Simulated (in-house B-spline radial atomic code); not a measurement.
Results of a calculation; reference values are marked as such.
Weak and strong correlation along the adiabatic connection

Two-electron singlets in several external potentials (atomic units), by full CI in B-splines with partial waves to l = 8 (correlation energies up to 0.6 % small). The repulsion is scaled by λ at fixed density; W(λ) is the mean repulsion less the Hartree energy, W(0) = E_x, and the area under W from 0 to 1 is E_xc.

Relative drop (W(λ) − E_x)/E_x:

| system | λ = 0.12 | λ = 0.25 | λ = 0.4 | λ = 0.6 | λ = 0.8 | λ = 1 |
| --- | --- | --- | --- | --- | --- | --- |
| −Z/r, Z = 1 | 0.0368 | 0.0698 | 0.1012 | 0.1348 | 0.1616 | 0.1835 |
| ω²r²/2 − Z/r, ω = 0.303, Z = 1.5 | 0.0134 | 0.0270 | 0.0415 | 0.0592 | 0.0753 | 0.0899 |
| ω²r²/2 − Z/r, ω = 0.163, Z = 3 | 0.0068 | 0.0138 | 0.0217 | 0.0317 | 0.0412 | 0.0502 |
| −Z exp(−kr)/r, Z = 9.52, k = 0.64 | 0.0020 | 0.0040 | 0.0064 | 0.0096 | 0.0127 | 0.0157 |
| empty sphere, radius 1.38 bohr | 0.0104 | 0.0211 | 0.0328 | 0.0473 | 0.0607 | 0.0732 |
| ω²r²/2, ω = 0.697 | 0.0188 | 0.0373 | 0.0565 | 0.0791 | 0.0988 | 0.1161 |
| −Z/r, Z = 1.1 | 0.0280 | 0.0544 | 0.0807 | 0.1102 | 0.1348 | 0.1556 |

Order the systems by how far second-order (GL2) theory, half the initial slope (estimated from the first points of each curve), overshoots the correlation energy, least first.
A. −Z/r, Z = 1
B. ω²r²/2 − Z/r, ω = 0.163, Z = 3
C. ω²r²/2 − Z/r, ω = 0.303, Z = 1.5
D. −Z/r, Z = 1.1
E. −Z exp(−kr)/r, Z = 9.52, k = 0.64
F. empty sphere, radius 1.38 bohr
G. ω²r²/2, ω = 0.697

E (GL2/E_c = 1.03), B (GL2/E_c = 1.09), F (GL2/E_c = 1.14), C (GL2/E_c = 1.19), G (GL2/E_c = 1.26), D (GL2/E_c = 1.38), A (GL2/E_c = 1.53).

What else changes along this order?

The ratio follows the bend of the curve. With it the leading natural occupation goes from 1.999 to 1.889 and −T_c/E_c from 0.97 to 0.66 between the first and the last.
